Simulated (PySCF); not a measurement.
PySCF job for AlH5Si, SMILES [AlH2][SiH3], ADC(2)/aug-cc-pVDZ. The structure is a stationary point at PBE0-D3(BJ)/def2-TZVP.

```python
import numpy as np
from pyscf import gto, scf, dft, adc

mol = gto.M(
    atom='''
    Al    0.02903494   -0.61805478   -1.14995023
    H    -1.29702037   -0.73184540   -2.01809267
    H     1.37515775   -1.24001416   -1.72017416
    Si   -0.02301831    0.53954619    1.01595507
    H    -0.04618616    2.01664824    0.79714582
    H     1.15970203    0.23838357    1.87065287
    H    -1.24685099    0.19789328    1.79645020
    ''',
    basis='aug-cc-pVDZ',
    charge=0,
    spin=0,
    max_memory=1600,
    verbose=4,
)
mf = scf.RHF(mol)
mf.conv_tol = 1e-10
mf.max_cycle = 100
mf.kernel()
res = {}
for kind, nroots in (('ee', 6), ('ip', 6), ('ea', 2)):
    a = adc.ADC(mf).density_fit('aug-cc-pvdz-ri')
    a.method, a.method_type = 'adc(2)', kind
    e, v, p, x = a.kernel(nroots=nroots)
    res[kind] = (e * 27.211386245988, p)
for kind, (e, p) in res.items():
    print(kind, 'energies / eV', np.round(e, 3), 'strengths', np.round(p, 4))
```

Output:

```
PySCF version 2.14.0

[INPUT] verbose = 4
[INPUT] num. atoms = 7
[INPUT] num. electrons = 32
[INPUT] charge = 0
[INPUT] spin (= nelec alpha-beta = 2S) = 0
[INPUT] symmetry False subgroup None
[INPUT] Mole.unit = angstrom
[INPUT] Symbol           X                Y                Z      unit          X                Y                Z       unit  Magmom
[INPUT]  1 Al     0.029034940000  -0.618054780000  -1.149950230000 AA    0.054868084643  -1.167954264178  -2.173090991581 Bohr   0.0
[INPUT]  2 H     -1.297020370000  -0.731845400000  -2.018092670000 AA   -2.451013277282  -1.382987371523  -3.813642440292 Bohr   0.0
[INPUT]  3 H      1.375157750000  -1.240014160000  -1.720174160000 AA    2.598671525573  -2.343287152983  -3.250658048954 Bohr   0.0
[INPUT]  4 Si    -0.023018310000   0.539546190000   1.015955070000 AA   -0.043498301750   1.019594530653   1.919876837163 Bohr   0.0
[INPUT]  5 H     -0.046186160000   2.016648240000   0.797145820000 AA   -0.087279193145   3.810912863186   1.506387281142 Bohr   0.0
[INPUT]  6 H      1.159702030000   0.238383570000   1.870652870000 AA    2.191519222802   0.450479659896   3.535021598432 Bohr   0.0
[INPUT]  7 H     -1.246850990000   0.197893280000   1.796450200000 AA   -2.356206889243   0.373964101092   3.394798874420 Bohr   0.0

nuclear repulsion = 74.7941319416081
number of shells = 41
number of NR pGTOs = 155
number of NR cGTOs = 99
basis = aug-cc-pVDZ
ecp = {}


[settings echo left out]
init E= -533.286965193346
  HOMO = -0.253283768537573  LUMO = -0.0195613532141241  gap/eV = 6.35991
cycle= 1 E= -533.702176168001  delta_E= -0.415  |g|= 0.214  |ddm|= 1.57
  HOMO = -0.385021888896132  LUMO = -0.000759929466870535  gap/eV = 10.45630
cycle= 2 E= -533.729537922243  delta_E= -0.0274  |g|= 0.0572  |ddm|= 0.494
  HOMO = -0.363995320479889  LUMO = 0.0130599107842704  gap/eV = 10.26020
cycle= 3 E= -533.732053693314  delta_E= -0.00252  |g|= 0.0129  |ddm|= 0.216
  HOMO = -0.370886983182199  LUMO = 0.0114216100719298  gap/eV = 10.40315
cycle= 4 E= -533.732185229959  delta_E= -0.000132  |g|= 0.00227  |ddm|= 0.0449
  HOMO = -0.371087249468188  LUMO = 0.0112652498648504  gap/eV = 10.40434
cycle= 5 E= -533.732191054371  delta_E= -5.82e-06  |g|= 0.000525  |ddm|= 0.0074
  HOMO = -0.37113173488139  LUMO = 0.0112998665783737  gap/eV = 10.40649
cycle= 6 E= -533.732191376335  delta_E= -3.22e-07  |g|= 8.35e-05  |ddm|= 0.00186
  HOMO = -0.37112981496512  LUMO = 0.0112985070188949  gap/eV = 10.40640
cycle= 7 E= -533.73219138492  delta_E= -8.59e-09  |g|= 1.76e-05  |ddm|= 0.00032
  HOMO = -0.371128827916642  LUMO = 0.0112994947569547  gap/eV = 10.40640
cycle= 8 E= -533.732191385307  delta_E= -3.86e-10  |g|= 4.07e-06  |ddm|= 5.13e-05
  HOMO = -0.371128841679557  LUMO = 0.011299391492448  gap/eV = 10.40640
cycle= 9 E= -533.732191385326  delta_E= -1.96e-11  |g|= 1.02e-06  |ddm|= 1.46e-05
  HOMO = -0.371128810809827  LUMO = 0.0112994399196413  gap/eV = 10.40640
Extra cycle  E= -533.732191385331  delta_E= -5.23e-12  |g|= 5.51e-07  |ddm|= 2.51e-06
converged SCF energy = -533.732191385331

******** <class 'pyscf.adc.radc.RADC'> ********
******** ADC Orbital Information ********
Number of Frozen Occupied Orbitals: 0
Number of Frozen Virtual Orbitals: 0
Number of Active Occupied Orbitals: 16
Number of Active Virtual Orbitals: 83
*****************************************
******** <class 'pyscf.df.df.DF'> ********
auxbasis = aug-cc-pvdz-ri
Reference correlation energy (doubles): -0.19905967
MP2 correlation energy of reference state (a.u.) = -0.19905967

******** <class 'pyscf.adc.radc_ee.RADCEE'> ********
max_space = 12
max_cycle = 50
conv_tol = 1e-08

*************************************************************
        ADC calculation summary (singlet states only)
*************************************************************
adc(2) root 0  |  Energy (Eh) =   0.1648836160  |  Energy (eV) =   4.48671172  |  Osc. strength = 0.00483003  |  conv = True
adc(2) root 1  |  Energy (Eh) =   0.2042502765  |  Energy (eV) =   5.55793312  |  Osc. strength = 0.00002283  |  conv = True
adc(2) root 2  |  Energy (Eh) =   0.2523864499  |  Energy (eV) =   6.86778511  |  Osc. strength = 0.12879252  |  conv = True
adc(2) root 3  |  Energy (Eh) =   0.2575242766  |  Energy (eV) =   7.00759250  |  Osc. strength = 0.06867286  |  conv = True
adc(2) root 4  |  Energy (Eh) =   0.2738291631  |  Energy (eV) =   7.45127106  |  Osc. strength = 0.23710045  |  conv = True
adc(2) root 5  |  Energy (Eh) =   0.2774516429  |  Energy (eV) =   7.54984376  |  Osc. strength = 0.10558335  |  conv = True

******** <class 'pyscf.adc.radc.RADC'> ********
******** ADC Orbital Information ********
Number of Frozen Occupied Orbitals: 0
Number of Frozen Virtual Orbitals: 0
Number of Active Occupied Orbitals: 16
Number of Active Virtual Orbitals: 83
*****************************************
******** <class 'pyscf.df.df.DF'> ********
auxbasis = aug-cc-pvdz-ri
Reference correlation energy (doubles): -0.19905967
MP2 correlation energy of reference state (a.u.) = -0.19905967

******** <class 'pyscf.adc.radc_ip.RADCIP'> ********
max_space = 12
max_cycle = 50
conv_tol = 1e-08

*************************************************************
        ADC calculation summary (doublet states only)
*************************************************************
adc(2) root 0  |  Energy (Eh) =   0.3543336899  |  Energy (eV) =   9.64191081  |  Spec. factor = 1.84827053  |  conv = True
adc(2) root 1  |  Energy (Eh) =   0.4100821541  |  Energy (eV) =  11.15890380  |  Spec. factor = 1.85330020  |  conv = True
adc(2) root 2  |  Energy (Eh) =   0.4477751845  |  Energy (eV) =  12.18458340  |  Spec. factor = 1.83182118  |  conv = True
adc(2) root 3  |  Energy (Eh) =   0.4499588218  |  Energy (eV) =  12.24400319  |  Spec. factor = 1.83341437  |  conv = True
adc(2) root 4  |  Energy (Eh) =   0.5261441660  |  Energy (eV) =  14.31711200  |  Spec. factor = 1.82676953  |  conv = True
adc(2) root 5  |  Energy (Eh) =   0.6555232512  |  Energy (eV) =  17.83769623  |  Spec. factor = 1.72436239  |  conv = True

******** <class 'pyscf.adc.radc.RADC'> ********
******** ADC Orbital Information ********
Number of Frozen Occupied Orbitals: 0
Number of Frozen Virtual Orbitals: 0
Number of Active Occupied Orbitals: 16
Number of Active Virtual Orbitals: 83
*****************************************
******** <class 'pyscf.df.df.DF'> ********
auxbasis = aug-cc-pvdz-ri
Reference correlation energy (doubles): -0.19905967
MP2 correlation energy of reference state (a.u.) = -0.19905967

******** <class 'pyscf.adc.radc_ea.RADCEA'> ********
max_space = 12
max_cycle = 50
conv_tol = 1e-08

*************************************************************
        ADC calculation summary (doublet states only)
*************************************************************
adc(2) root 0  |  Energy (Eh) =  -0.0161460661  |  Energy (eV) =  -0.43935684  |  Spec. factor = 1.91479756  |  conv = True
adc(2) root 1  |  Energy (Eh) =   0.0248577370  |  Energy (eV) =   0.67641348  |  Spec. factor = 1.97096517  |  conv = True
ee energies / eV [4.487 5.558 6.868 7.008 7.451 7.55 ] strengths [0.0048 0.     0.1288 0.0687 0.2371 0.1056]
ip energies / eV [ 9.642 11.159 12.185 12.244 14.317 17.838] strengths [1.8483 1.8533 1.8318 1.8334 1.8268 1.7244]
ea energies / eV [-0.439  0.676] strengths [1.9148 1.971 ]
```

Self-consistency was reached.
